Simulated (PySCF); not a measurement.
All of these have the formula C7H7ClS. Computed with TDDFT PBE0/def2-SVPD, vertical, gas phase, core orbitals frozen in the response (PySCF). Geometries: GFN2-xTB; one conformer of each isolated species. Triplets are in the Tamm–Dancoff approximation. 'Strongest' means the level of largest summed f among the lowest 8 singlets; it needn't be the same kind of state in each.

**Question.** Rank by computed lowest singlet excitation energy, lowest first.
A. `ClC1=C(C2CC2)C=CS1`
B. `S(c1cccc(c1)Cl)C`
C. `C=Cc1scc(C)c1Cl`
D. `C1[C@@H](C#C)C([C@@H](C1)Cl)=S`

**Answer.** D (2.22 eV), C (4.42 eV), B (4.62 eV), A (5.25 eV).

```csv
SMILES,S1 (eV),α (au),first f ≥ 0.01 (nm),LUMO (eV),strongest (eV),T1 (eV),S1 mainly
C#C[C@@H]1CC[C@@H](Cl)C1=S,2.22,110.5,284,-2.79,5.62,1.73,H→L (99%)
C=Cc1scc(C)c1Cl,4.42,118.7,280,-1.47,4.42,2.71,H→L (94%)
CSc1cccc(Cl)c1,4.62,118.2,268,-0.67,6.14,3.68,H→L (85%)
Clc1sccc1C1CC1,5.25,108.4,236,-0.73,5.25,3.48,H→L (96%)
```

H and L stand for HOMO and LUMO.

- `C#C[C@@H]1CC[C@@H](Cl)C1=S`: S1 has the pattern of n→π* at C=S.
- `C=Cc1scc(C)c1Cl`: Löwdin shares by element: HOMO carbon 65% or more (atoms not listed hold the other 35%); LUMO carbon 57% or more (atoms not listed hold the other 43%).
- `CSc1cccc(Cl)c1`: Löwdin shares by element: HOMO sulfur 44%, carbon 31% or more (atoms not listed hold the other 25%); LUMO carbon 69% or more (atoms not listed hold the other 31%).
- `Clc1sccc1C1CC1`: Löwdin shares by element: HOMO carbon 60% or more, chlorine 18% (atoms not listed hold the other 23%); LUMO carbon 51% or more, sulfur 22% (atoms not listed hold the other 27%).
